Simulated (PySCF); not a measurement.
In(F)(Cl)(Me) (CH3ClFIn), SMILES [CH3][In]([F])[Cl]. Atoms are numbered in the order given.

```xyz
7

In     0.0567    -0.2389     0.0821
F     -1.4342    -1.4235    -0.4608
Cl    -0.3952     1.9677    -0.6367
C      1.7801    -0.9516     1.1583
H      2.4547    -0.1008     1.3607
H      2.2835    -1.7124     0.5332
H      1.4300    -1.4095     2.1020
```
Charge 0, spin multiplicity 1.

Geometry: PBE-D3(BJ)/def2-SVP. The def2 effective core potentials stand for the cores of In; spin–orbit coupling is left out.

Level of theory: HF/def2-TZVP (PySCF).

ESP charges are fitted to the potential on shells at 1.4 to 2.0 van der Waals radii. Atomic charges (e):

| atom | Mulliken | ESP fit |
|---|---|---|
| In1 | 1.24 | 1.20 |
| F2 | -0.62 | -0.56 |
| Cl3 | -0.48 | -0.42 |
| C4 | -0.60 | -0.89 |
| H5 | 0.16 | 0.19 |
| H6 | 0.15 | 0.24 |
| H7 | 0.15 | 0.24 |
